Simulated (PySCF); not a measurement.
# TiN at M06

Computed with M06; PySCF, no relativity, basis sets Ti def2-TZVPPD, N def2-TZVPPD.

* state: ²Σ⁺ (doublet), unpaired electrons σ ↑
* bond length: 1.539 Å
* harmonic wavenumber: 1165 cm⁻¹
* force constant: 8.67 mdyn/Å
* rotational constant Be: 0.6567 cm⁻¹
* anharmonicity ωexe: 4.24 cm⁻¹
* vibration–rotation constant αe: 0.00323 cm⁻¹
* bond order (Mayer): 3.07
* dipole moment (positive dipole means Ti(−)N(+)): -3.57 D

De is left out where the level can put another filling of the metal’s s and d shells below the measured ground configuration, by anything from nothing to about 1 eV. The state is the lowest single determinant that the PBE0 search found; with open d or f shells the true ground state can be another one.
